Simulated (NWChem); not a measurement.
Molecule: NbNHClF$_{2}$; SMILES [NH]=[Nb]([Cl])([F])[F]

All runs: NWChem. Coordinates come from a PBE0/def2-SVP optimisation. def2 effective core potentials on Nb; no spin-orbit coupling. Level SCAN/def2-SVP: energy and gradient on several grids; changes count from the extra-fine grid, which is no exact limit either.

```
grid     size of the energy change (μHa)  largest change of a gradient component (μHa/bohr)
-------  -------------------------------  -------------------------------------------------
xcoarse                            40000                                               3000
coarse                              3000                                               4000
medium                              2000                                                600
fine                                  30                                                200
xfine                               < 10                                               < 30
```
